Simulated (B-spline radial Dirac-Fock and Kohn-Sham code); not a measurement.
Magnetic form factor of the 4f shell of Dy³⁺

System: the Dy³⁺ ion, configuration [Xe] 4f7 6s2 (not the ground configuration).

Input file task.json (cfg lists n, l and occupation; rrms is the nuclear radius in fm):

```json
{"items": [{
  "Z": 66,
  "q": 3,
  "cfg": [[1, 0, 2], [2, 0, 2], [2, 1, 6], [3, 0, 2], [3, 1, 6], [3, 2, 10], [4, 0, 2], [4, 1, 6], [4, 2, 10], [4, 3, 7], [5, 0, 2], [5, 1, 6], [6, 0, 2]],
  "A": 164,
  "rrms": 5.2218,
  "do": ["scatter"],
  "s": [0.0, 0.05, 0.1, 0.15, 0.2, 0.25, 0.3, 0.35, 0.4, 0.45, 0.5, 0.6, 0.7, 0.8, 0.9, 1.0, 1.1, 1.2, 1.4, 1.6, 1.8, 2.0, 2.5, 3.0, 3.5, 4.0, 5.0, 6.0],
  "pz": [0, 0.1, 0.2, 0.3, 0.4, 0.5, 0.6, 0.8, 1.0, 1.2, 1.4, 1.6, 1.8, 2.0, 2.5, 3.0, 4.0, 5.0, 7.0, 10.0, 15.0, 20.0, 30.0, 40.0, 60.0, 100.0],
  "hv_scatter": [1000, 2000, 10000, 20000, 30000, 100000, 200000, 500000]
}]}
```

Launch: `python xray_run.py task.json out`

Method: relativistic Hartree-Fock (Dirac-Fock) wave functions, averaged over the configuration. Computed with a radial B-spline solver. ⟨j_K⟩ is the integral of the 4f radial density with the spherical Bessel function j_K(4πsr), s = sin θ/λ.

Hund's rules give S = 7/2, L = 0, J = 7/2 for 4f7, so g = 2.000, and the dipole approximation is F = ⟨j0⟩ + C₂⟨j2⟩ with C₂ = (2 − g)/g = 0.000.

```csv
s (Å⁻¹),⟨j0⟩,⟨j2⟩,⟨j4⟩,⟨j6⟩,F (dipole)
0,1.0000,0.0000,0.0000,0.0000,1.0000
0.05,0.9884,0.0046,0.0000,0.0000,0.9884
0.1,0.9547,0.0179,0.0002,0.0000,0.9547
0.15,0.9017,0.0382,0.0008,0.0000,0.9017
0.2,0.8336,0.0633,0.0023,0.0001,0.8336
0.25,0.7552,0.0906,0.0051,0.0002,0.7552
0.3,0.6713,0.1177,0.0094,0.0006,0.6713
0.35,0.5862,0.1426,0.0152,0.0013,0.5862
0.4,0.5033,0.1640,0.0224,0.0024,0.5033
0.45,0.4253,0.1811,0.0306,0.0040,0.4253
0.5,0.3537,0.1934,0.0394,0.0062,0.3537
0.6,0.2328,0.2047,0.0573,0.0120,0.2328
0.7,0.1421,0.2011,0.0734,0.0195,0.1421
0.8,0.0776,0.1874,0.0859,0.0277,0.0776
0.9,0.0342,0.1679,0.0942,0.0358,0.0342
1,0.0065,0.1459,0.0984,0.0432,0.0065
1.1,-0.0101,0.1239,0.0990,0.0493,-0.0101
1.2,-0.0189,0.1031,0.0968,0.0541,-0.0189
1.4,-0.0235,0.0682,0.0868,0.0594,-0.0235
1.6,-0.0201,0.0428,0.0733,0.0598,-0.0201
```

Radial moments of the shell: ⟨r²⟩ = 0.6330, ⟨r⁴⟩ = 0.8587, ⟨r⁶⟩ = 2.189 in powers of bohr.
